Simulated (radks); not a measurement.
Spherical quantum dot in the effective-mass picture: electrons in a hard-walled sphere of radius 2.79, with a point charge +2 (a donor) at the centre, all in effective atomic units (hartree* = m*/eps^2 hartree, bohr* = eps/m* bohr), one dielectric constant everywhere. Calculated with a radial shooting solver with Libxc functionals: non-relativistic Kohn-Sham, LDA (Slater exchange, Perdew-Wang correlation), spin-polarised, spherical densities. Levels are named by radial order and angular momentum (1s, 1p, 1d, 2s, ...), and open shells are averaged over m. Results are scaled to m* = 0.084 and eps = 13.5, for which hartree* = 12.54 meV and bohr* = 8.505 nm. Each electron was tried in the lowest free levels, single moves between levels near the top were tried too, and the lowest total energy was kept; such a search can miss a lower state. At N = 1 the Hartree and exchange-correlation terms need not cancel, so that row can carry a self-interaction error.

| N | open shells | 2S | E (meV) | mu = E(N) - E(N-1) (meV) | addition energy mu(N+1) - mu(N) (meV) | e(HOMO) (meV) | rms radius (nm) |
|---|---|---|---|---|---|---|---|
| 1 | 1s(up 1, down 0) | 1 | -24.2582 | -24.258 | 13.72 | -18.740 | 7.307 |
| 2 | none | 0 | -34.8009 | -10.543 | 24.57 | -5.9652 | 8.413 |
| 3 | 1p(up 1, down 0) | 1 | -20.7726 | 14.028 | 5.821 | 16.869 | 10.82 |
| 4 | 1p(up 2, down 0) | 2 | -0.923158 | 19.849 | 6.044 | 22.858 | 11.95 |
| 5 | 1p(up 3, down 0) | 3 | 24.9703 | 25.893 | 7.838 | 28.934 | 12.66 |
| 6 | 1p(up 3, down 1) | 2 | 58.7019 | 33.732 | 5.665 | 36.523 | 13.18 |
| 7 | 1p(up 3, down 2) | 1 | 98.0986 | 39.397 | 5.818 | 42.293 | 13.58 |
| 8 | none | 0 | 143.313 | 45.214 | 11.13 | 48.143 | 13.90 |
| 9 | 2s(up 1, down 0) | 1 | 199.655 | 56.342 | 7.860 | 59.602 | 14.14 |
| 10 | none | 0 | 263.858 | 64.203 | 8.347 | 67.775 | 14.27 |
| 11 | 1d(up 1, down 0) | 1 | 336.407 | 72.549 | 5.532 | 75.311 | 14.55 |
| 12 | 1d(up 2, down 0) | 2 | 414.489 | 78.081 | 5.553 | 80.855 | 14.79 |
| 13 | 1d(up 3, down 0) | 3 | 498.122 | 83.634 | 5.563 | 86.414 | 14.99 |
| 14 | 1d(up 4, down 0) | 4 | 587.319 | 89.197 | 5.568 | 91.981 | 15.17 |
| 15 | 1d(up 5, down 0) | 5 | 682.085 | 94.765 | 7.029 | 97.889 | 15.33 |
| 16 | 1d(up 5, down 1) | 4 | 783.879 | 101.79 | 5.439 | 104.51 | 15.48 |
| 17 | 1d(up 5, down 2) | 3 | 891.112 | 107.23 | 5.461 | 109.96 | 15.61 |
| 18 | 1d(up 5, down 3) | 2 | 1003.81 | 112.69 | 5.474 | 115.43 | 15.73 |
| 19 | 1d(up 5, down 4) | 1 | 1121.98 | 118.17 | 5.482 | 121.10 | 15.84 |
| 20 | none | 0 | 1245.63 | 123.65 | 16.09 | 126.91 | 15.94 |
| 21 | 1f(up 1, down 0) | 1 | 1385.37 | 139.74 | 5.358 | 142.42 | 16.06 |
| 22 | 1f(up 2, down 0) | 2 | 1530.46 | 145.10 | 5.364 | 147.78 | 16.17 |
| 23 | 1f(up 3, down 0) | 3 | 1680.92 | 150.46 | 5.369 | 153.15 | 16.27 |
| 24 | 1f(up 4, down 0) | 4 | 1836.75 | 155.83 | 5.371 | 158.52 | 16.36 |
| 25 | 1f(up 5, down 0) | 5 | 1997.95 | 161.20 | 5.373 | 163.89 | 16.44 |
| 26 | 1f(up 6, down 0) | 6 | 2164.53 | 166.57 | 5.373 | 169.26 | 16.53 |
| 27 | 1f(up 7, down 0) | 7 | 2336.47 | 171.95 | 6.783 | 174.63 | 16.60 |
| 28 | 1f(up 7, down 1) | 6 | 2515.20 | 178.73 | 5.301 | 181.38 | 16.67 |
| 29 | 1f(up 7, down 2) | 5 | 2699.23 | 184.03 | 5.308 | 186.68 | 16.74 |
| 30 | 1f(up 7, down 3) | 4 | 2888.57 | 189.34 | 5.313 | 191.99 | 16.81 |
| 31 | 1f(up 7, down 4) | 3 | 3083.22 | 194.65 | 5.317 | 197.31 | 16.87 |
| 32 | 1f(up 7, down 5) | 2 | 3283.19 | 199.97 | 5.319 | 202.63 | 16.92 |
| 33 | 1f(up 7, down 6) | 1 | 3488.48 | 205.29 | 5.321 | 207.95 | 16.98 |
| 34 | none | 0 | 3699.09 | 210.61 | 17.65 | 213.27 | 17.03 |
| 35 | 1g(up 1, down 0) | 1 | 3927.35 | 228.26 | - | 230.88 | 17.09 |

All shells are closed at N = 2, 8, 10, 20, 34 (there: 1s2 1p6 1d10 2s2 1f14); the second difference of the energy has clear peaks (12 % above both neighbours; the first and last values, which can be the largest, are not judged, and half-filled shells can peak too) at N = 2, 5, 8, 15, 20, 27.
